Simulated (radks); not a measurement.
Results of a calculation; reference values are marked as such.
Initial-state core-level shifts of the iron ion Fe2+ when its valence configuration changes from [Ar] 3d6. Level of theory: scalar-relativistic Kohn-Sham, PBE, spin-polarised, spherical densities, point nucleus; open shells are filled with parallel spins first (a radial shooting solver on a logarithmic mesh with Libxc functionals). Shifts are changes of the shell-averaged eigenvalues in eV (positive: less bound).

| valence | 1s | 2s | 2p | 3p |
|---|---|---|---|---|
| 3d5 4s1 | -6.967 | -7.899 | -7.819 | -6.412 |
| 3d4 4p2 | -18.285 | -20.356 | -20.169 | -16.699 |
| 3d2 4p4 | -41.329 | -46.342 | -45.928 | -36.097 |
| 3d5 4p1 | -8.271 | -9.154 | -9.073 | -7.715 |
| 3d2.5 4p3.5 | -35.161 | -39.377 | -39.019 | -31.056 |
| 3d4.5 4p1.5 | -13.167 | -14.616 | -14.483 | -12.156 |
| 3d3.5 4p2.5 | -23.619 | -26.364 | -26.121 | -21.331 |
| 3d1 4s1 4p4 | -52.873 | -59.609 | -59.093 | -44.995 |
| 3d5.5 4s0.5 | -3.344 | -3.785 | -3.746 | -3.119 |
